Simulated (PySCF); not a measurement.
SMILES C[Si](C)(C)[SiH2][Al]([OH])[OH] at its GFN2-xTB optimised geometry (Å):

```
21

Si     0.0033    -2.1300    -1.6632
C     -1.0197    -3.6152    -2.3046
C      1.6678    -2.8112    -1.0115
C      0.3985    -1.0099    -3.1634
Si    -1.0521    -0.8099    -0.0411
Al    -0.0863     1.3941     0.0000
O      1.5704     1.3941     0.0000
O     -1.0677     2.7266     0.0000
H     -0.5021    -4.1576    -3.0915
H     -1.2292    -4.3188    -1.5046
H     -1.9737    -3.2869    -2.7063
H      2.2129    -3.3627    -1.7730
H      2.3065    -2.0004    -0.6736
H      1.5170    -3.4797    -0.1689
H     -0.5001    -0.7691    -3.7243
H      0.8305    -0.0692    -2.8253
H      1.1028    -1.4646    -3.8539
H     -2.5159    -0.7896    -0.2770
H     -0.9861    -1.5017     1.2692
H      2.5159     1.4421     0.0095
H     -1.6420     3.4797     0.0045
```

Computed with CAM-B3LYP/def2-SVP in PySCF 2.14.0. Cells within 0.4 Å of a nucleus heavier than hydrogen are left out (blank, or x).

Map of the HOMO amplitude (bohr^(-3/2)) on the plane z = 0.0 Å; orbital energy -8.19 eV, overall sign arbitrary:

```
|444444444444444444444444444|
|444444444444444444444444444|
|444444444444444444444444444|
|444444444444444444444444444|
|444444444555444444444444444|
|444444444566544444444444444|
|4444444433xx554444444444444|
|4444444431xx444444444444444|
|444444443212344445544444444|
|4444444444444x433x554444444|
|444444445556xx43xx454444444|
|444444455678765311344444444|
|444444455789986433344444444|
|444444456799975444444444444|
|444444455655765444444444444|
|4444444444xx334444444444444|
|444444433221123344444444444|
|444444333100013344444444444|
|444444333211123344444444444|
|444444333322233444444444444|
|444444433333334444444444444|
|444444443333334444444444444|
|444444444444444444444444444|
|444444444444444444444444444|
|444444444444444444444444444|
|444444444444444444444444444|
|444444444444444444444444444|
```
Scale: ten equal steps from -0.101 (start of '0') to 0.135 (end of '9'), in the order '0123456789'; x runs from -5.50 to 5.50, y from -5.50 (bottom) to 5.50 (top).
